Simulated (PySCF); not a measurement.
Mg(I)(SMe) (CH3IMgS), SMILES [S]([Mg][I])C. Atoms are numbered in the order given.

```xyz
7

Mg     0.2857     0.7918     0.0000
I     -0.0597    -1.7576     0.0000
S      0.6484     3.0760     0.0000
C     -1.0673     3.7676     0.0000
H     -1.6363     3.4795    -0.9049
H     -0.9600     4.8692     0.0000
H     -1.6363     3.4795     0.9049
```

Geometry: PBE-D3(BJ)/def2-SVP. The structure was generated by enumeration; whether it is a known compound was not checked. The def2 effective core potentials stand for the cores of I; spin–orbit coupling is left out. The values are those of a single conformer.

All values below come from PySCF with PBE-D3(BJ)/def2-SVP.

Frequencies are harmonic and unscaled.

```csv
mode,ν (cm⁻¹),IR (km/mol),moving atoms (share of kinetic energy)
1,60,7.0,"C 38 %, Mg 37 %, H 16 %, I 8 %"
2,67,2.0,"H 86 %, Mg 12 %"
3,108,21.0,"Mg 69 %, S 16 %, H 13 %"
4,153,14.1,"Mg 42 %, C 22 %, S 17 %, I 11 %"
5,216,3.9,"S 57 %, I 20 %, Mg 17 %"
6,500,93.9,"Mg 76 %, S 21 %"
7,683,6.2,"C 60 %, S 31 %, H 9 %"
8,918,7.3,"H 85 %, C 14 %"
9,931,10.0,"H 83 %, C 15 %"
10,1284,24.0,"H 88 %, C 12 %"
11,1404,7.4,H 95 %
12,1408,6.0,H 95 %
13,2979,27.0,H 98 %
14,3083,3.1,"H 90 %, C 10 %"
15,3085,1.0,"H 90 %, C 10 %"
```
